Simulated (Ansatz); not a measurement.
A structure relaxed at PBE0-D4/def2-SVP in Ansatz, charge 0, singlet:

```xyz
5

Zr    0.004   -0.029    0.014
Br   -0.286    2.193   -1.026
Cl   -2.067   -0.853    0.659
Cl    1.377    0.165    1.874
Cl    0.973   -1.476   -1.520
```

Question: Give its formula, name or SMILES and point group.

Answer: ZrBrCl3. Point group C3v (tolerance 0.1 Å).

Question: Summarise the bond lengths by kind (pairs closer than 1.2 times the sum of covalent radii, bridged metal pairs left out).

Answer: 3 × Cl–Zr 2.32 Å; 1 × Br–Zr 2.47 Å. The metal has 4 neighbours: Br 2.47 Å, Cl 2.32 Å, Cl 2.32 Å, Cl 2.32 Å.

In the def2 sets Zr takes a core potential; there is no spin–orbit coupling. The relaxation made no stability test and no search for a lower SCF solution.
